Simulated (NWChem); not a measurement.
HSF2 cation; SMILES F[SH+]F

All runs: NWChem. Pople sets run with spherical d functions. Structure relaxed at the PBE0/def2-SVP level. B3LYP is NWChem's, with the RPA form of VWN correlation. Core excitations by TDA in a window of 1s orbitals, non-relativistic and unshifted: absolute energies depend strongly on the exact-exchange share.

Q: Estimate the computed values for S K edge, B3LYP/6-311G**. Quantities: first 1s excitation (eV); dipole oscillator strength of the first; first state with f > 0.002 (eV); dipole oscillator strength of that state.

A: first 1s excitation (eV): 2419.3
dipole oscillator strength of the first: 0.0079
first state with f > 0.002 (eV): 2419.3
dipole oscillator strength of that state: 0.0079
